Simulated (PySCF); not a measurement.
## Nuclear quadrupole coupling in `CC(C)(C)CCS[SiH2]O`

Species: C₆H₁₆OSSi.
SMILES with atom numbers: `[CH3:1][C:2]([CH3:3])([CH3:4])[CH2:5][CH2:6][S:7][SiH2:8][OH:9]` (hydrogens: H10, H11, H12 on C1; H13, H14, H15 on C3; H16, H17, H18 on C4; H19, H20 on C5; H21, H22 on C6; H23, H24 on Si8; H25 on O9)

Structure used (GFN2-xTB), in Å, numbered top down from 1:
```
atom  x, y, z in Å
C1    -2.0200    0.9933    1.3307
C2    -1.4173   -0.0058    0.3374
C3    -1.6613    0.5025   -1.0853
C4    -2.1011   -1.3620    0.5262
C5     0.0923   -0.1058    0.6308
C6     0.8737   -1.0027   -0.3144
S7     2.6092   -1.1981    0.2200
Si8    3.4318    0.7264   -0.2546
O9     5.0397    0.6095   -0.1499
H10   -1.5713    1.9770    1.2093
H11   -1.8531    0.6644    2.3537
H12   -3.0921    1.0847    1.1719
H13   -1.1265    1.4347   -1.2565
H14   -2.7229    0.6842   -1.2388
H15   -1.3346   -0.2259   -1.8232
H16   -1.8975   -1.7584    1.5184
H17   -3.1781   -1.2566    0.4155
H18   -1.7575   -2.0829   -0.2110
H19    0.5229    0.8986    0.5905
H20    0.2277   -0.4813    1.6480
H21    0.8874   -0.6114   -1.3301
H22    0.4764   -2.0159   -0.3222
H23    2.9952    1.0411   -1.6110
H24    3.0736    1.7315    0.7305
H25    5.4926   -0.2169   -0.2981
```

Field gradients from the PBE0/pcSseg-1 density (PySCF, non-relativistic), principal values in atomic units, ordered |Vxx| ≤ |Vyy| ≤ |Vzz|:

```tsv
atom	Vxx	Vyy	Vzz
S7	0.1234	2.0678	-2.1912
O9	-0.3896	-1.1363	1.5259
```

Q: Find the asymmetry η = (Vxx − Vyy)/Vzz and the couplings χ = eQV/h (234.96 MHz × Q in barn × V in au), with Q(33S) = −0.0678 b, Q(17O) = −0.0256 b.

A: 
| atom | environment | nucleus | η | χzz (MHz) | χxx (MHz) | χyy (MHz) |
| --- | --- | --- | --- | --- | --- | --- |
| S7 | sulfur bonded to C and Si | 33S | 0.89 | 34.91 | -1.97 | -32.94 |
| O9 | silanol oxygen | 17O | 0.49 | -9.18 | 2.34 | 6.83 |

The tensor is traceless: Vxx + Vyy + Vzz = 0.

Q: What is Vzz at S7 in SI units (1 au = 9.71736 × 10²¹ V/m²)?

A: -2.1912 au = -21.293 × 10²¹ V/m².

Q: And the gradient at the other heavy atoms, for which no coupling is worked out here?

A: 
| atom | environment | Vzz (au) | η |
| --- | --- | --- | --- |
| C1 | methyl carbon | 0.046 | 0.05 |
| C2 | quaternary sp3 carbon | 0.014 | 0.37 |
| C3 | methyl carbon | 0.037 | 0.16 |
| C4 | methyl carbon | 0.040 | 0.07 |
| C5 | chain CH2 carbon | 0.064 | 0.96 |
| C6 | sp3 carbon bound to sulfur | 0.308 | 0.10 |
| Si8 | oxygen-bound silicon | -0.495 | 0.97 |

Were the hydrogens deuterons (Q(2H) = 0.00286 b), χzz would run from 108 kHz (H23) to 342 kHz (H25).

One conformer (not necessarily the lowest) at the GFN2-xTB geometry, without solvent, vibrations or thermal averaging. GFN2-xTB bond lengths can be off by several hundredths of an ångström, more for odd bonds, and the gradients follow them. With a basis this small, the couplings can be 20 % off.

These values come from a run that also computed NMR shieldings. On an Arm Neoverse V1 with one thread (shared host), this took 74 s of wall time (with the writing of density and orbital grids) and 1.1 GiB of memory at its peak.
